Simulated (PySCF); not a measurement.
HOSi, SMILES O[Si] (connectivity only; charge and spin as stated), neutral, multiplicity 2. The structure is a stationary point at PBE-D3(BJ)/def2-TZVPD.

These are PBE-D3(BJ)/def2-TZVPD in PySCF values and carry that method's errors.

Harmonic wavenumbers (cm⁻¹): 732, 834, 3677. Rotational constants (GHz): 752.7, 16.38, 16.04; symmetry number 1.

Task: Work out the zero-point energy and the ideal-gas rigid-rotor harmonic-oscillator thermochemistry at 298.15 K and 1 atm.

Result: ZPE = ½ Σ hcν = ½ × 5243 cm⁻¹ = 7.50 kcal/mol. H − E(el) = 9.97 kcal/mol. Entropy in cal/(mol K): translation 37.34, rotation 18.04, vibration 0.45, spin 1.38, total 57.21. G − E(el) = -7.09 kcal/mol. Cp = 9.31 cal/(mol K).
